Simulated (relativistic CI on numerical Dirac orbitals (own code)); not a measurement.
Ions with 18 electrons, Sr20+ to La39+

These numbers are calculated, not measured: Dirac-Coulomb-Breit CI, orbitals from a KLI potential per configuration, model QED (radiative potential, 1s self-energy scaled to tabulated hydrogen-like ionisation energies), unscaled Slater integrals (own radial code, finite nucleus).

CI space (outside the closed core [Ne]): 3s2.3p6, 3s2.3p5.3d, 3s.3p6.3d, 3s2.3p5.4s, 3p6.3d2, 3p5.3d3, 3p5.3d2.4s. Double excitations out of closed p, d and f shells are left out; levels of such configurations are missing from the list, as are those of other unlisted configurations, and high levels can miss mixing partners.

Energies above each ion's lowest level, in eV. Levels are followed by their leading LS label, which can pass from one level to another where the coupling changes.

| Ion | 3s2.3p6 1S_0 | 3s2.3p5.3d 3P°_0 | 3s2.3p5.3d 3P°_1 | 3s2.3p5.3d 3F°_3 | 3s2.3p5.3d 3F°_4 |
| --- | --- | --- | --- | --- | --- |
| Sr20+ | 0 | 95.397 | 97.26 | 101.99 | 102.09 |
| Zr22+ | 0 | 102.95 | 105.2 | 110.14 | 110.81 |
| Nb23+ | 0 | 106.73 | 109.18 | 114.21 | 115.24 |
| Mo24+ | 0 | 110.52 | 113.18 | 118.28 | 119.73 |
| Tc25+ | 0 | 114.31 | 117.18 | 122.35 | 124.29 |
| Ru26+ | 0 | 118.1 | 121.2 | 126.42 | 128.9 |
| Rh27+ | 0 | 121.9 | 125.23 | 130.5 | 133.59 |
| Pd28+ | 0 | 125.71 | 129.27 | 134.58 | 138.35 |
| Ag29+ | 0 | 129.52 | 133.33 | 138.67 | 143.19 |
| Cd30+ | 0 | 133.35 | 137.39 | 142.76 | 148.12 |
| In31+ | 0 | 137.18 | 141.47 | 146.86 | 153.13 |
| Sn32+ | 0 | 141.02 | 145.57 | 150.96 | 158.23 |
| Sb33+ | 0 | 144.87 | 149.67 | 155.07 | 163.44 |
| Te34+ | 0 | 148.73 | 153.8 | 159.19 | 168.75 |
| I35+ | 0 | 152.6 | 157.93 | 163.32 | 174.16 |
| Xe36+ | 0 | 156.48 | 162.08 | 167.45 | 179.69 |
| Cs37+ | 0 | 160.37 | 166.25 | 171.6 | 185.34 |
| Ba38+ | ? | ? | ? | ? | ? |
| La39+ | 0 | 168.19 | 174.62 | 179.91 | 197.02 |

Fill in the row of Ba38+.

3s2.3p6 1S_0 0, 3s2.3p5.3d 3P°_0 164.28, 3s2.3p5.3d 3P°_1 170.43, 3s2.3p5.3d 3F°_3 175.75, 3s2.3p5.3d 3F°_4 191.12 (eV).

The lowest level keeps the configuration 3s2.3p6 and J = 0 throughout.

Between Z = 54 and 57 the energy of 3s2.3p5.3d 3P°_0 follows a local power law Z^1.3. For orientation: electrostatic splittings inside a shell grow about linearly with the screened charge, excitations that change n as its square, and fine structure as its fourth power; written in Z itself the exponents are larger, since the screened charge grows faster in proportion.
